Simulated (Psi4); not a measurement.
A dimer, CH2O2 ··· H6Si2 (SMILES O=CO and [SiH3][SiH3]); the first 5 atoms form monomer A.

```
13

O      0.7742    -0.5652     0.1739
C     -0.4210     0.0120    -0.0361
O     -0.5940     1.1709    -0.2795
H      1.4543     0.1244     0.0923
H     -1.2135    -0.7422     0.0494
Si     4.2107     1.9019     3.5315
Si     1.9656     1.6280     2.9146
H      5.1036     1.4770     2.4260
H      4.4883     3.3249     3.8447
H      4.5184     1.0841     4.7301
H      1.6579     2.4457     1.7160
H      1.0727     2.0528     4.0202
H      1.6880     0.2050     2.6015
```

Task: What interaction energy does SAPT0/jun-cc-pVDZ, frozen core (Psi4 1.11) give, and which attractive term is the largest?

Result: Total 0.78 kcal/mol: electrostatics -0.45, exchange 2.86, induction -0.28, dispersion -1.35. The most attractive term is dispersion.
